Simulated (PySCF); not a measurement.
Ta⁶⁷⁺ (tantalum, charge +67): Hartree-Fock from Schrödinger to Dirac-Coulomb-Breit

Occupied: 1s1/2, 2s1/2, 2p1/2. Hartree-Fock calculated with PySCF 2.14 in an even-tempered Gaussian basis (19 s from 17 bohr⁻², ratio 2.3; 15 p from 20 bohr⁻², ratio 2.3), Gaussian nucleus throughout. NR is non-relativistic, sf-X2C the spin-free one-electron X2C Hamiltonian, X2C adds the bare one-electron spin-orbit term, X2C-SNSO screens it by Boettger's factors, DC is four-component Dirac-Coulomb, and the Gaunt and Breit terms are added at first order (total energies over the DC spinors, levels after relaxing the spinors in that mean field). QED terms are absent. Levels marked empty are virtual spinors of this ion.

| Hamiltonian | E (hartree) | E − E(DC) (hartree) | CPU seconds |
| --- | --- | --- | --- |
| X2C | -8439.7263 | 1.9279 | 0.46 |
| X2C-SNSO | -8437.3287 | 4.3256 | 0.45 |
| DC | -8441.6543 | 0.0000 | 20 |
| DC+Gaunt | -8431.6921 | 9.9622 | 41 |
| DC+Breit | -8432.2008 | 9.4534 | 120 |

| level (eV) | X2C | X2C-SNSO | DC | DC+Gaunt | DC+Breit |
| --- | --- | --- | --- | --- | --- |
| 1s1/2 | -75106.7 | -75109.1 | -75172.7 | -74973.1 | -74979.6 |
| 2s1/2 | -18138.6 | -18139.3 | -18148.3 | -18127.3 | -18129.2 |
| 2p1/2 | -17905.6 | -17873.5 | -17883.0 | -17839.8 | -17844.6 |
| 2p3/2 (empty) | -16154.4 | -16165.3 | -16167.1 | -16146.8 | -16151.5 |
| 3s1/2 (empty) | -7590.1 | -7590.3 | -7592.6 | -7586.7 | -7587.5 |

Weight of the small component: 1s1/2 0.0759, 2s1/2 0.0183, 2p1/2 0.0182, 2p3/2 0.0165, 3s1/2 0.00753.

Koopmans' value for the highest occupied level at DC+Breit: 17844.6 eV, against an ionisation energy of 17840 ± 40 eV (theoretical estimate listed by NIST; NIST Atomic Spectra Database, ionization energies); the former lacks relaxation, correlation, QED and recoil.

The whole ladder took 190 s of wall time on 1 thread of Neoverse-N1 (shared host), launched as `OMP_NUM_THREADS=1 python relrun2.py TASK.json OUT` (a driver that calls PySCF for each Hamiltonian).
